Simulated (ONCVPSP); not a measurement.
# Potentials for Mg compared

Generated with ld1.x 7.5 (TM, RRKJ, ultrasoft, PAW), atompaw 4.2 or ONCVPSP 4.0.1. The cutoff is in Ry: for ld1.x and atompaw files where the sum of valence levels is converged to 10 mRy in a Bessel basis, for ONCV files where the hardest occupied wave has 1 mHa per electron of residual kinetic energy. The error is the largest all-electron minus pseudo excitation energy over each file’s own four to seven test configurations (ionisations up to +4, promotions, holes and added fractions of an electron), all of which were solved. The labels leave out finer settings (local radius, basis sizes, second energies), which also bear on the numbers. Spin-polarised tests are not counted. The rows are a selection from randomly drawn settings: files with unsolved tests, undetermined cutoffs or missed reference levels are left out.

| potential | cutoff (Ry) | largest error (meV) | bound ghosts |
| --- | --- | --- | --- |
| ONCV, PBEsol, scalar-relativistic, rc 1.35/0.95 (sp), local smoothed, core correction no, reference 2s2 2p6 3s1, qcut 9.9/17.2, projectors 2/3 | 191 | +0.5 | none |
| ONCV, Wu-Cohen, scalar-relativistic, rc 1.25/1.00 (sp), local smoothed, core correction yes, reference 2s2 2p6 3s2, qcut 10.7/13.7, projectors 2/1 | 147 | -38 | none |
| ONCV, PW91, scalar-relativistic, rc 0.65/1.05 (sp), local smoothed, core correction yes, reference 2s2 2p6, qcut 10.1/11.4, projectors 1/1 | 498 | -44 | none |
| ONCV, PBEsol, scalar-relativistic, rc 0.85/1.20/0.85 (spd), local d, core correction yes, reference 2s2 2p6, qcut 12.8/12.1/10.8, projectors 3/2/0 | 129 | -0.5 | none |
| ONCV, PBE, scalar-relativistic, rc 1.45/0.85 (sp), local smoothed, core correction yes, reference 2s2 2p6 3s1.5, qcut 7.7/19.2, projectors 2/3 | 228 | -1.1 | none |

(1) Fill in the row for Mg: ONCV, LDA (Perdew-Wang 92), scalar-relativistic, rc 0.95/0.65/0.65 (spd), local d, core correction no, reference 2s2 2p6, qcut 15.9/18.6/13.9, projectors 2/2/0.

(2) Fill in the row for Mg: ONCV, PBE, scalar-relativistic, rc 1.35/1.30/1.15 (spd), local smoothed, core correction yes, reference 2s2 2p6 3s1, qcut 7.4/12.5/7, projectors 2/2/2.

## Answers

(1) cutoff 269 Ry, largest error +0.5 meV, bound ghosts: none.

(2) cutoff 114 Ry, largest error -272 meV, bound ghosts: none.
